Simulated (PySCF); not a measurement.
A structure optimised at PBE0/def2-SVP (Å):
```
atom  x, y, z in Å
C1    -1.1976    1.1884   -0.8027
C2    -1.1720   -0.0872   -0.4018
C3    -0.0452   -0.8407    0.1624
C4    -0.2388   -2.1359    0.5023
C5     1.2796   -0.2527    0.3731
C6     1.7647    0.9540    0.1431
S7     2.4666    2.3304   -0.0761
H8    -2.1159    1.6212   -1.2068
H9    -0.3287    1.8466   -0.7496
H10   -2.0915   -0.6764   -0.4911
H11    0.5622   -2.7459    0.9258
H12   -1.2117   -2.6114    0.3610
H13    2.0349   -0.9251    0.8046
```

Neutral, closed shell.

(1) Which heavy atoms are bonded, and with what formal order?

(2) Which species is it?

(3) Name the point group.

(4) Describe the place of each heavy atom.

(5) What is the arrangement about C6?

(6) What is the arrangement about C3?

Results:

(1) C1–C2 1.34 Å (double); C2–C3 1.47 Å (single); C3–C4 1.35 Å (double); C3–C5 1.46 Å (single); C5–C6 1.32 Å (double); C6–S7 1.56 Å (double). Bonds to hydrogen (Å): C1–H8 1.09; C1–H9 1.09; C2–H10 1.10; C4–H11 1.09; C4–H12 1.09; C5–H13 1.10. The orders are those of one drawing; other resonance forms can be drawn.

(2) `C=CC(=C)C=C=S`, C6H6S.

(3) Cs (every atom within 0.08 Å of its image).

(4) C1: terminal =CH2 carbon; C2: alkene CH carbon; C3: fully substituted alkene carbon; C4: terminal =CH2 carbon; C5: outer carbon of cumulated double bonds; C6: central carbon of cumulated double bonds; S7: sulfur bonded to C.

(5) It has 2 neighbours (C5, S7) and is almost linear (angle 174.6°).

(6) It has 3 neighbours (C2, C4, C5) and is planar (angles 122.9°, 118.6° and 118.5°, sum 360.0°, 0.00 Å off the plane of its three neighbours).

These are computed values.
